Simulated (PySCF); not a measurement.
## Which determinant of LiGe⁺ lies lowest?

Unrestricted PBE0; PySCF, spin-free X2C with a Gaussian nucleus, basis sets Li jorge-DZP-DKH, Ge jorge-DZP-DKH. Outer shells of the fragments: Li+ closed shells only; Ge 3d10 4s2 4p2.

Followed along the bond (rough minima from three points):

| 2Ms+1 | unpaired | ⟨S²⟩ at the start | R at minimum (Å) | Te (eV) |
| --- | --- | --- | --- | --- |
| 3 | σ ↑, π ↑ | 2.00 | 2.88 | 0.00 |
| 1 | none | 0.00 | 2.83 | 0.32 |
| 1 | σ ↑, π ↓ | 1.00 | 2.94 | 0.32 |
| 3 | π ↑↑ | 2.00 | none in the scan | ≤ 0.92 |
| 1 | π ↑↓ | 1.00 | none in the scan | ≤ 1.27 |

Solutions found at the starting distance of 2.545 Å, counted from the lowest of them; the search is not exhaustive and high or unbound solutions are not listed, so other states can lie among these:

```tsv
2Ms+1	unpaired	term	E (eV)	⟨S²⟩	⟨Lz²⟩	μ (D)
3	σ ↑, π ↑	³Π	0.00	2.00	1.00	-7.92
1	none	¹Σ⁺	0.34	0.00	0.00	-7.54
1	σ ↑, π ↓	mixed	0.35	1.00	1.00	-7.94
3	π ↑↑	³Σ⁻	0.93	2.00	0.00	-8.20
1	π ↑↓	mixed	1.28	1.00	2.00	-8.06
1	none	mixed	2.10	0.00	2.00	-7.63
```

A term symbol is given only where ⟨S²⟩ and ⟨Lz²⟩ are close to those of a pure state; real π, δ and φ orbitals otherwise mix terms. A positive dipole points towards Ge; it is taken about the centre of mass and depends on that origin.

Spin–orbit coupling is left out.
